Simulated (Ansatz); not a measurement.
The same group exchange along the group O, S, Se.

Calculated with Ansatz (gas phase, PBE0-D4/def2-TZVP geometries, no zero-point term in ΔE). CCSD(T)/CBS adds triple-zeta CCSD(T) − MP2 to the extrapolated MP2 energy (def2 sets, frozen cores). This one scheme is used for every species. Functionals use def2-TZVPP. For Se outer-core shells are correlated without core-valence functions, which leaves a few kJ/mol of doubt a bond. Scalar relativity is left out up to krypton. One conformer a species, not always the lowest.

| reaction | CCSD(T)/CBS(def2) (eV) |
| --- | --- |
| `OBCl` + `C[SiH](F)Cl` → `C[Si](O)(F)Cl` + `BCl` | ? |
| `SBCl` + `C[SiH](F)Cl` → `C[Si](F)(S)Cl` + `BCl` | 0.22 |
| `ClB[SeH]` + `C[SiH](F)Cl` → `C[Si](F)(Cl)[SeH]` + `BCl` | 0.14 |

Question: Fill in the missing values. (An estimate is asked.)

Answer: Computed: `OBCl` + `C[SiH](F)Cl` → `C[Si](O)(F)Cl` + `BCl`: +0.26 eV.

Largest T1 diagnostic: 0.013, for `SBCl`.
